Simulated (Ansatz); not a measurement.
The lowest singlet and triplet of CH4Si (SMILES C[SiH]); geometries from B3LYP-D3(BJ)/def2-TZVP, each state relaxed from the structure named, with no frequency check.
Singlet (charge 0, multiplicity 1):
```xyz
6

C     -1.06826    -0.41428     0.02795
Si     0.66024     0.37577    -0.02971
H     -1.16495    -1.15523    -0.77503
H     -1.88056     0.30726    -0.05850
H     -1.18952    -0.97465     0.96305
H      1.40126    -0.95245     0.11876
```

A positive gap puts the triplet lower; no zero-point energy. R- takes a restricted singlet. U- takes an unrestricted singlet (broken symmetry where lower, unprojected). The triplet is unrestricted in single-reference levels.

Cores are frozen in the correlated methods.

Run with Ansatz (Gaussian basis) for Hartree–Fock, density functionals and correlated methods. Each number belongs to the level named beside it.

**Question.** Predict the gap E(singlet) − E(triplet), vertical, at the singlet's geometry from R-HF/cc-pV(Q+d)Z.

**Answer.** -0.64 eV

**Question.** Predict the gap E(singlet) − E(triplet), vertical, at the singlet's geometry from R-CCSDT/cc-pV(D+d)Z.

**Answer.** -1.26 eV

**Question.** Estimate the gap E(singlet) − E(triplet), vertical, at the singlet's geometry that U-HF/cc-pV(Q+d)Z (spin-contaminated) returns for this input.

**Answer.** -0.76 eV

Doubts at one or more of the structures used: a restricted determinant that unrestricted orbitals would lower (R-HF/cc-pV(Q+d)Z, R-CCSDT/cc-pV(D+d)Z).

Ansatz is a program for electronic structure.
